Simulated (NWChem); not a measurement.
# Atomisation of Br2Zn

```
Zn
Br 1 2.2381
Br 1 2.2381 2 180.00
```
Charge 0, spin multiplicity 1.

The numbers come from NWChem runs, not from measurements. Structure: optimised with PBE/def2-SVP, a minimum by its harmonic frequencies.

Basis set: def2-TZVP. The atomisation energy is electronic alone: no zero-point, thermal, spin-orbit or counterpoise terms. No value is extrapolated to the basis-set limit. Free atoms are single determinants with multiplicities Zn 1, Br 2.

The Hamiltonian is non-relativistic. B3LYP has NWChem's definition, with VWN1-RPA local correlation. The structure started from a generated list of species. The stability of the SCF solutions was not checked.

### Question
One of these methods gave an atomisation energy of 136.3 kcal/mol. Which?
A) PBE0
B) PBE
C) r2SCAN
D) B3LYP

### Answer
A, PBE0. The others give 124.5 (B3LYP), 141.6 (r2SCAN), 134.1 (PBE).
